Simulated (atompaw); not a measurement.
**PBE PAW (atompaw) dataset for Ga (Z = 31), scalar-relativistic all-electron reference.**

atompaw 4.2.0.5 input, output lines left out:

```
Ga 31
GGA-PBE scalarrelativistic loggrid 1500 logderivrange -3 5 201
4 4 3 0 0 0
4 1 0.5
0 0 0
c
c
c
v
c
c
v
c
2
2.55 2.30 1.85 2.15
y
0.45
n
y
1.35
n
y
0.15
n
custom rrkj gramschmidtortho sinc
3 0 troulliermartins
2.55
2.55
2.55
2.55
2.55
```

* Cutoffs needed: 6 Ry and 8 Ry (the cutoffs (Ry, on a coarse ladder) from which the occupation-weighted sum of valence levels, in a spherical-Bessel basis at the reference potential, stays within 10 and 1 mRy of its value at 400 Ry)
* Ghost test: no extra level below or beside the all-electron valence levels (s, p, d, f tested) (spherical-Bessel basis up to 400 Ry, 20 bohr box)
* Lowest eigenvalue of the overlap operator: 0.29 (s channel)
* Overlap eigenvalues printed by atompaw (projector basis): 2.81e-05, 0.000978, 0.707, 5.03, 9.41
* Share of each valence orbital outside the PAW sphere: 4s 33 %, 4p 61 %
